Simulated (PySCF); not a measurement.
SMILES C[Si], doublet at its PBE0/def2-SVP optimised geometry (Å):

```
5

C     -0.3670    -0.3164     0.0000
Si    -1.1723    -1.0116     1.5734
H     -0.7360    -0.7497    -0.9448
H      0.7360    -0.3164     0.0000
H     -0.6808     0.7497     0.0000
```

Computed with unrestricted PBE0/def2-TZVP (PySCF 2.14.0). Cells within 0.4 Å of a nucleus heavier than hydrogen are left out (blank, or x).

Map of the deformation density (molecule minus spherical neutral atoms) (e/bohr³) on the plane z = 0.0 Å:

```
|1111111111111111111111111111111|
|1111111111111111111111111111111|
|1111111111111111111111111111111|
|1111111111111111111111111111111|
|1111111111111111111111111111111|
|1111111111000011111111111111111|
|1111111100000000111111111111111|
|1111111000000000001111111111111|
|1111110000000000000111111111111|
|1111100000000000000011111111111|
|1111100000011100000000111111111|
|1111000000157321000000011111111|
|1111000001379631100000001111111|
|1111000001379742111000000111111|
|1110000001257632222100000111111|
|111000000013xxx3454200000011111|
|111000000001xxxx899510000011111|
|111000000012xxxx899610000011111|
|111100000113xxx3565300000011111|
|1111000011223201232100000111111|
|1111100011122100111000000111111|
|1111100001111100000000001111111|
|1111110000111000000000011111111|
|1111110000000000000000111111111|
|1111110000000000000001111111111|
|1111111000000000000111111111111|
|1111111000000000001111111111111|
|1111111100000000111111111111111|
|1111111111000111111111111111111|
|1111111111111111111111111111111|
|1111111111111111111111111111111|
```
Scale: ten equal steps from -0.012 (start of '0') to 0.095 (end of '9'), in the order '0123456789'; x runs from -3.00 to 3.00, y from -3.00 (bottom) to 3.00 (top).
